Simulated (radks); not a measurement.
The numbers below are computed, except where a source is named.
Er51+, configuration [Ne] 3s2 3p5. Code: a radial shooting solver on a logarithmic mesh with Libxc functionals. Model: non-relativistic Kohn-Sham, LDA (Slater exchange, Perdew-Wang correlation), spin-unpolarised, spherical densities, point nucleus; relativity is left out, which matters for an element this heavy. Some entries of the table are withheld. Estimate them.

orbital  occ.  eigenvalue (hartree)  <1/r> (bohr^-1)  <r> (bohr)
1s          2             -2090.763              (1)     0.02231
2s          2             -440.6911            15.92     0.09357
2p          6             -427.8046            15.91     0.07921
3s          2             -175.5555            6.610      0.2230
3p          5                   (2)            6.568      0.2110
3d          0                   (3)            6.463      0.1821
4s          0             -93.32166            3.563      0.4130

Answer. 
(1) 1s <1/r> (bohr^-1): 67.42
(2) 3p eigenvalue (hartree): -170.6139
(3) 3d eigenvalue (hartree): -162.8650
